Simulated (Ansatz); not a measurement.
Reaction (ligand exchange at the Sb–O bond): `[OH][SbH2]` + CH₃SH → `C[S][SbH2]` + H₂O

Gas-phase electronic energies from Ansatz, PBE0-D4/def2-TZVP geometries. CCSD(T)/CBS adds triple-zeta CCSD(T) − MP2 to the extrapolated MP2 energy (def2 sets, frozen cores). This one scheme is used for every species. Functionals use def2-TZVPP. B3LYP here is the variant with VWN-RPA as its local correlation; programs differ in this. HSE06 is defined as in plane-wave codes. Elements past krypton have def2 core potentials. For Sb outer-core shells are correlated without core-valence functions, which leaves a few kJ/mol of doubt a bond.

```json
{"level": "LDA (SPW92)", "ΔE (kJ/mol)": "-53.6", "difference from CCSD(T)/CBS": "-0.3"}
{"level": "PBE-D4", "ΔE (kJ/mol)": "-53.0", "difference from CCSD(T)/CBS": "0.3"}
{"level": "revPBE-D4", "ΔE (kJ/mol)": "-53.5", "difference from CCSD(T)/CBS": "-0.2"}
{"level": "BLYP-D4", "ΔE (kJ/mol)": "-45.8", "difference from CCSD(T)/CBS": "7.5"}
{"level": "r2SCAN-D4", "ΔE (kJ/mol)": "-48.2", "difference from CCSD(T)/CBS": "5.1"}
{"level": "B97M-V", "ΔE (kJ/mol)": "-39.7", "difference from CCSD(T)/CBS": "13.6"}
{"level": "PBE0-D4", "ΔE (kJ/mol)": "-56.7", "difference from CCSD(T)/CBS": "-3.4"}
{"level": "B3LYP-D4", "ΔE (kJ/mol)": "-48.8", "difference from CCSD(T)/CBS": "4.5"}
{"level": "r2SCANh-D4", "ΔE (kJ/mol)": "-50.6", "difference from CCSD(T)/CBS": "2.7"}
{"level": "r2SCAN0-D4", "ΔE (kJ/mol)": "-53.7", "difference from CCSD(T)/CBS": "-0.4"}
{"level": "HSE06-D4", "ΔE (kJ/mol)": "-57.3", "difference from CCSD(T)/CBS": "-4.0"}
{"level": "BHLYP-D4", "ΔE (kJ/mol)": "-51.4", "difference from CCSD(T)/CBS": "1.9"}
{"level": "CAM-B3LYP-D4", "ΔE (kJ/mol)": "-41.5", "difference from CCSD(T)/CBS": "11.8"}
{"level": "ωB97M-V", "ΔE (kJ/mol)": "-46.6", "difference from CCSD(T)/CBS": "6.7"}
{"level": "B2PLYP", "ΔE (kJ/mol)": "-43.8", "difference from CCSD(T)/CBS": "9.5"}
{"level": "PBE-QIDH", "ΔE (kJ/mol)": "-54.7", "difference from CCSD(T)/CBS": "-1.4"}
{"level": "PBE", "ΔE (kJ/mol)": "-47.9", "difference from CCSD(T)/CBS": "5.4"}
{"level": "revPBE", "ΔE (kJ/mol)": "-45.8", "difference from CCSD(T)/CBS": "7.5"}
{"level": "BLYP", "ΔE (kJ/mol)": "-36.0", "difference from CCSD(T)/CBS": "17.3"}
{"level": "r2SCAN", "ΔE (kJ/mol)": "-47.0", "difference from CCSD(T)/CBS": "6.3"}
{"level": "PBE0", "ΔE (kJ/mol)": "-52.2", "difference from CCSD(T)/CBS": "1.1"}
{"level": "r2SCANh", "ΔE (kJ/mol)": "-49.2", "difference from CCSD(T)/CBS": "4.1"}
{"level": "r2SCAN0", "ΔE (kJ/mol)": "-52.1", "difference from CCSD(T)/CBS": "1.2"}
{"level": "HSE06", "ΔE (kJ/mol)": "-52.8", "difference from CCSD(T)/CBS": "0.5"}
{"level": "BHLYP", "ΔE (kJ/mol)": "-42.3", "difference from CCSD(T)/CBS": "11.0"}
{"level": "LC-ωPBE", "ΔE (kJ/mol)": "-42.1", "difference from CCSD(T)/CBS": "11.2"}
{"level": "RPA@PBE/def2-TZVPP", "ΔE (kJ/mol)": "-40.2", "difference from CCSD(T)/CBS": "13.1"}
{"level": "HF/def2-SVP", "ΔE (kJ/mol)": "-51.2", "difference from CCSD(T)/CBS": "2.1"}
{"level": "CCSD/def2-SVP", "ΔE (kJ/mol)": "-48.1", "difference from CCSD(T)/CBS": "5.2"}
{"level": "CCSD(T)/def2-SVP", "ΔE (kJ/mol)": "-48.6", "difference from CCSD(T)/CBS": "4.7"}
{"level": "MP2/def2-TZVPP", "ΔE (kJ/mol)": "-55.2", "difference from CCSD(T)/CBS": "-1.9"}
{"level": "SCS-MP2/def2-TZVPP", "ΔE (kJ/mol)": "-46.5", "difference from CCSD(T)/CBS": "6.8"}
{"level": "CCSD/def2-TZVPP", "ΔE (kJ/mol)": "-46.5", "difference from CCSD(T)/CBS": "6.8"}
{"level": "CCSD(T)/def2-TZVPP", "ΔE (kJ/mol)": "-48.3", "difference from CCSD(T)/CBS": "5.0"}
{"level": "HF/def2-QZVPP", "ΔE (kJ/mol)": "-37.5", "difference from CCSD(T)/CBS": "15.8"}
{"level": "MP2/def2-QZVPP", "ΔE (kJ/mol)": "-57.4", "difference from CCSD(T)/CBS": "-4.1"}
{"level": "SCS-MP2/def2-QZVPP", "ΔE (kJ/mol)": "-48.6", "difference from CCSD(T)/CBS": "4.7"}
{"level": "HF/CBS(def2)", "ΔE (kJ/mol)": "-37.2", "difference from CCSD(T)/CBS": "16.1"}
{"level": "MP2/CBS(def2)", "ΔE (kJ/mol)": "-60.2", "difference from CCSD(T)/CBS": "-6.9"}
{"level": "CCSD/CBS(def2)", "ΔE (kJ/mol)": "-51.5", "difference from CCSD(T)/CBS": "1.8"}
{"level": "CCSD(T)/CBS", "ΔE (kJ/mol)": "-53.3", "difference from CCSD(T)/CBS": "0"}
```

Largest T1 diagnostic among the species: 0.014.

In def2-TZVPP, CCSD(T) changes the Hartree–Fock value by −8.8 kJ/mol (the triples alone add −1.8 kJ/mol) and MP2 by −15.8 kJ/mol. From PBE to PBE0 (25 % exact exchange), in def2-TZVPP and without D4, ΔE moves by −4.3 kJ/mol. Leaving LDA and LC-ωPBE aside and taking each functional with its dispersion term where it has one, the values spread over 17.6 kJ/mol, from HSE06-D4 to B97M-V. LDA lies −5.6 kJ/mol from PBE without D4.
